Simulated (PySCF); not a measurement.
Correlation energy of O+ (oxygen, charge +1)

[He] 2s2 2p3, high-spin 4S determinant. Computed with PySCF 2.14 in x2c-QZVPPall (7s4p3d2f1g, 57 functions), with the spin-free X2C one-electron Hamiltonian (Gaussian nucleus). Frozen: nothing; 7 electrons correlated.

```
  level  correlation energy (mhartree)
   CCSD                        -143.72
    (T)                          -2.05
CCSD(T)                        -145.77
```

Diagnostics: T1 = 0.0035, D1 = 0.0105, largest double amplitude 0.032.

Cost of the coupled-cluster step: of the order of 5 core-seconds, for 7 correlated electrons.

Iterations:

```
CC2 = 0
CCSD nocc = (np.int64(5), np.int64(2)), nmo = (57, 57)
frozen orbitals [[], []]
max_cycle = 100
direct = 0
conv_tol = 1e-08
conv_tol_normt = 1e-06
diis_space = 8
diis_start_cycle = 0
Init t2, MP2 energy = -0.129345388367963
Init E_corr(UCCSD) = -0.129345388369829
cycle = 1  E_corr(UCCSD) = -0.140751859683062  dE = -0.0114064713  norm(t1,t2) = 0.0228667
cycle = 2  E_corr(UCCSD) = -0.142837631638339  dE = -0.00208577196  norm(t1,t2) = 0.00770148
cycle = 3  E_corr(UCCSD) = -0.14376662834095  dE = -0.000928996703  norm(t1,t2) = 0.00318572
cycle = 4  E_corr(UCCSD) = -0.143715895706702  dE = 5.07326342e-05  norm(t1,t2) = 0.000462786
cycle = 5  E_corr(UCCSD) = -0.143722954449956  dE = -7.05874325e-06  norm(t1,t2) = 0.000101245
cycle = 6  E_corr(UCCSD) = -0.143723453880065  dE = -4.9943011e-07  norm(t1,t2) = 9.10081e-06
cycle = 7  E_corr(UCCSD) = -0.143723432931819  dE = 2.0948246e-08  norm(t1,t2) = 1.85109e-06
cycle = 8  E_corr(UCCSD) = -0.143723441268405  dE = -8.33658603e-09  norm(t1,t2) = 3.21562e-07
UCCSD converged
E(UCCSD) = -74.57326488836844  E_corr = -0.1437234412684054
UCCSD(T) correction = -0.00204887392831678
```

This basis was not built for core-valence correlation, so the inner-shell part is incomplete.
